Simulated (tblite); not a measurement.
Compound: C5H8NO (doublet state).
Z-matrix (Å and degrees, GFN2-xTB geometry), rows numbered from 1:
```
N 
C   1  1.2501
C   2  1.5169  1  126.71
C   3  1.5429  2  111.54  1   126.94
C   4  1.4774  3  102.00  2  -101.58
C   5  1.4753  4  109.78  3    -8.40
O   6  1.4157  5  106.50  4    -5.92
H   1  1.0223  2  113.22  3     0.49
H   2  1.0868  1  117.86  3  -179.58
H   3  1.0972  2  107.83  1  -109.16
H   4  1.0986  3  111.18  2   139.07
H   4  1.0951  3  111.95  2    19.59
H   5  1.0692  4  125.73  3   169.09
H   6  1.1080  5  111.79  4   114.69
H   6  1.1002  5  113.67  4  -124.47
```

Computed values, GFN2-xTB/tblite, gas phase, harmonic and unscaled. Errors from tens to a few hundred cm⁻¹ against measured bands are possible. One conformer, not necessarily the lowest. Open shells enter through the occupations alone, without spin polarisation, and single modes of such species can be off by tens of per cent.

Harmonic wavenumbers (cm⁻¹): 85.8, 96.6, 153.6, 230.8, 252.0, 345.1, 596.4, 654.9, 718.0, 796.1, 824.3, 909.3, 949.4, 968.0, 1001.7, 1017.0, 1065.9, 1086.0, 1096.2, 1103.6, 1127.0, 1166.2, 1210.9, 1242.2, 1256.8, 1285.3, 1295.4, 1338.0, 1449.6, 1453.9, 1749.4, 2735.6, 2851.0, 2857.8, 2903.6, 2922.0, 2997.4, 3185.5, 3284.9.

A = 4765, B = 2396, C = 1997 MHz; mass 98.061 u (most abundant isotopes); point group C1, symmetry number 1; spin multiplicity 2.

Question: What is the zero-point energy?

Answer: Half the sum of the wavenumbers: 26132 cm⁻¹ = 312.60 kJ/mol.

Question: Entropy at 298.15 K, 1 bar (ideal gas, RRHO, classical rotation)?

Answer: Translation 166.05, rotation 113.16, vibration 72.41, spin (R ln 2) 5.76: S = 357.4 J/(mol K).

Question: And Cp and H(298.15 K) − H(0)?

Answer: Cp = 116.45 J/(mol K), of which vibrations give 83.19 (their classical limit is 39 R = 324.3); H(298.15 K) − H(0) = 21.74 kJ/mol without the zero-point energy, 11.82 from vibrations.

Question: How do the functions run with temperature in this model?

Answer: 
```json
{"T (K)": "50", "S (J/(mol K))": "231.0", "Cp (J/(mol K))": "45.7", "H − H(0) (kJ/mol)": "1.86", "G − H(0) (kJ/mol)": "-9.69", "ln q(vib)": "0.17"}
{"T (K)": "100", "S (J/(mol K))": "267.9", "Cp (J/(mol K))": "61.6", "H − H(0) (kJ/mol)": "4.57", "G − H(0) (kJ/mol)": "-22.22", "ln q(vib)": "0.82"}
{"T (K)": "373.15", "S (J/(mol K))": "386.3", "Cp (J/(mol K))": "142.5", "H − H(0) (kJ/mol)": "31.45", "G − H(0) (kJ/mol)": "-112.71", "ln q(vib)": "5.16"}
{"T (K)": "500", "S (J/(mol K))": "433.7", "Cp (J/(mol K))": "181.6", "H − H(0) (kJ/mol)": "52.10", "G − H(0) (kJ/mol)": "-164.75", "ln q(vib)": "7.29"}
{"T (K)": "750", "S (J/(mol K))": "518.3", "Cp (J/(mol K))": "235.2", "H − H(0) (kJ/mol)": "104.74", "G − H(0) (kJ/mol)": "-284.01", "ln q(vib)": "11.58"}
{"T (K)": "1000", "S (J/(mol K))": "591.0", "Cp (J/(mol K))": "269.1", "H − H(0) (kJ/mol)": "168.07", "G − H(0) (kJ/mol)": "-422.90", "ln q(vib)": "15.75"}
```

q(vib) and H(0) count from the zero-point level.

Question: Blend soft modes into free rotors: weight 1/[1 + (100 cm⁻¹/ν̃)⁴] for the oscillator and the rest for a rotor with moment μB/(μ + B), μ = h/(8π²ν), B = 10⁻⁴⁴ kg m². What vibrational entropy results?

Answer: 68.91 J/(mol K) in place of 72.41, which changes −T·S at 298.15 K by +1.04 kJ/mol.

Question: Which modes carry the vibrational entropy at 298.15 K?

Answer: 85.8 cm⁻¹: 15.71; 96.6 cm⁻¹: 14.74; 153.6 cm⁻¹: 10.99; 230.8 cm⁻¹: 7.84; 252.0 cm⁻¹: 7.18; 345.1 cm⁻¹: 4.97 J/(mol K); the other 33 give 10.99 together.

Hindered rotation and anharmonicity are outside this model. Other conformers, if any are populated, would add a mixing term that is left out. The structure is chiral; the term R ln 2 for an equal mix with its mirror image is left out.
